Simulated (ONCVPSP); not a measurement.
Which change was made? (Cu, ONCV)

```
Element                 : copper
Generator               : ONCVPSP 4.0.1
Type                    : optimised norm-conserving Vanderbilt (ONCV)
Functional              : LDA (Perdew-Wang 92)
Relativity              : scalar-relativistic
Frozen core             : [Ne]
Valence charge          : 19
Reference configuration : 3s2 3p6 3d10 4s1
Partial waves           : 3s+4s: rc 1.25 bohr, ncon 4, nbas 8, qcut 8.7 1/bohr, 2 projectors; 3p: rc 0.70 bohr, ncon 5, nbas 8, qcut 10.1 1/bohr, 2 projectors, debl 1.1 Ha; 3d: rc 1.20 bohr, ncon 3, nbas 8, qcut 14.9 1/bohr, 1 projector
Local potential         : polynomial inside 0.60 bohr (lpopt 5, dvloc0 0 Ha)
Core correction         : Teter function, fcfact 5.75, rcfact 1.25
```

In the p channel the program set the typed energies aside and used -2.647, 0.250 Ha.

Cutoffs, loose and tight: the cutoffs (Ha) at which the residual kinetic energy of the hardest occupied pseudo-wave falls to 1 and 0.1 mHa per electron. They do not see the model core or the augmentation charge, which bear on the density cutoff. Test errors are all-electron minus pseudo excitation energies from the reference, over the configurations 3s2 3p6 3d10 4s0; 3s2 3p6 3d9 4s0; 3s2 3p6 3d8 4s0; 3s2 3p6 3d10 4s0 4p1; variants that change the core or the reference have their own tests. The largest error is taken over the tests solved by every variant that gives reliable tests at all, those not shown here included: 3s2 3p6 3d10 4s0; 3s2 3p6 3d10 4s0 4p1; 3s2 3p6 3d9 4s0.

The base gives: outcome: generated, projector energies reset by the program; cutoff, loose: 257 Ha; cutoff, tight: 360 Ha; bound ghosts: none; GHOST(+) flags above zero: s; largest test error (meV): -5.4.

(1) After one change the result is: outcome: generated, projector energies reset by the program; cutoff, loose: 164 Ha; cutoff, tight: 351 Ha; bound ghosts: none; GHOST(+) flags above zero: s, p; largest test error (meV): -5.4. Which change was it?
A. p: rc 0.92
B. p: rc 0.66
C. p: rc 0.52; local potential polynomial inside 0.52 bohr (lpopt 5, dvloc0 0 Ha)

Answers

(1) B. The others give: p: rc 0.52; local potential polynomial inside 0.52 bohr (lpopt 5, dvloc0 0 Ha) → outcome: generated, projector energies reset by the program; cutoff, loose: 727 Ha; cutoff, tight: 804 Ha; bound ghosts: p; GHOST(+) flags above zero: s, p; largest test error (meV): -5.4 | p: rc 0.92 → outcome: generated, projector energies reset by the program; cutoff, loose: 78 Ha; cutoff, tight: 189 Ha; bound ghosts: none; GHOST(+) flags above zero: s; largest test error (meV): -5.4.
